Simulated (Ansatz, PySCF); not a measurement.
C₂H₁₀ClNSi₂, SMILES C[Si@H](Cl)[C@H](N)[SiH3].

The structure is a stationary point at PBE0-D3(BJ)/def2-SVP. The structure was generated by enumeration; whether it is a known compound was not checked. One conformer was computed; it need not be the lowest.

Vertical ionisation energy (IE) and electron affinity (EA) in eV. Rows of orbital energies are one-electron estimates. Where ΔSCF, EOM or ADC give a negative EA the extra electron is unbound and the value depends on the basis.

| level | IE | EA |
|---|---|---|
| −ε(HOMO), −ε(LUMO), r2SCAN/def2-TZVP (PySCF) | 5.68 | -0.06 |
| −ε(HOMO), −ε(LUMO), PBE/def2-TZVP (PySCF) | 5.43 | 0.35 |
| ΔSCF, PBE0/def2-SVPD (Ansatz), final states of multiplicity 2 and 2 | 8.74 | -1.31 |
| ΔSCF, PBE/def2-SVPD (Ansatz), final states of multiplicity 2 and 2 | 8.50 | -1.09 |

Problem. What vertical singlet–triplet gap does ΔSCF give with PBE0/def2-SVPD (Ansatz, a quantum-chemistry and plane-wave program) and with PBE/def2-SVPD (Ansatz)? (Estimate from the structure and the level; the computed values follow.)

Solution. 5.62 and 5.28 eV (triplet above singlet where positive).
